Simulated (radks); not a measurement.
He, 2 electrons, occupied as [He]. All-electron calculation, non-relativistic Kohn-Sham, PBE, spin-unpolarised, spherical densities, point nucleus. Program: a radial shooting solver on a logarithmic mesh with Libxc functionals.

Normalised radial functions P(r) = r R(r), r in bohr:

| r | 1s |
|---|---|
| 0.05145 | 0.2232 |
| 0.06038 | 0.2573 |
| 0.07085 | 0.2956 |
| 0.08315 | 0.3385 |
| 0.09758 | 0.3859 |
| 0.1145 | 0.4379 |
| 0.1344 | 0.4940 |
| 0.1577 | 0.5536 |
| 0.1851 | 0.6157 |
| 0.2172 | 0.6786 |
| 0.2548 | 0.7403 |
| 0.2991 | 0.7982 |
| 0.3482 | 0.8467 |
| 0.4086 | 0.8876 |
| 0.4794 | 0.9144 |
| 0.5626 | 0.9237 |
| 0.6603 | 0.9125 |
| 0.7748 | 0.8792 |
| 0.9093 | 0.8235 |
| 1.067 | 0.7471 |
| 1.252 | 0.6539 |
| 1.469 | 0.5496 |
| 1.724 | 0.4412 |
| 2.024 | 0.3362 |
| 2.375 | 0.2413 |
| 2.787 | 0.1614 |
| 3.27 | 0.0993 |
| 3.838 | 0.0554 |

1s: eigenvalue -15.763 eV, 0 radial nodes, <r> = 0.946 bohr, 90 % of the charge inside 1.74 bohr.
